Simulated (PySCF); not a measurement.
ReO2F3, SMILES [O]=[Re]([F])([F])([F])=[O], multiplicity 1.

Coordinates come from a B3LYP-D3(BJ)/def2-SVP optimisation. The multiplicity is an assumed one; other spin states were not compared. The def2 effective core potentials stand for the cores of Re; spin–orbit coupling is left out.

Two levels are set side by side: PBE/def2-TZVP (PySCF) and PBE0/def2-TZVP (PySCF). Same geometry, gas phase. Differences are taken from unrounded values.

```csv
quantity,PBE0,PBE,PBE minus PBE0
orbital gap (eV),6.39,3.98,-2.40
highest occupied level (eV),-11.24,-9.42,1.83
lowest empty level (eV),-4.85,-5.43,-0.58
dipole moment (D),0.40,0.26,-0.13
mean polarisability (bohr³),43.4,45.4,2.0
```

PBE's occupied levels lie high since its potential decays too fast outside the molecule; exact exchange lowers them and widens the gap. Loosely held outer electrons make PBE densities more polarisable. Differences between two approximate levels are no errors against the true value.

Rough cost on one machine, each run with all the roots and properties that it gave: PBE0 against PBE within a factor of 2.
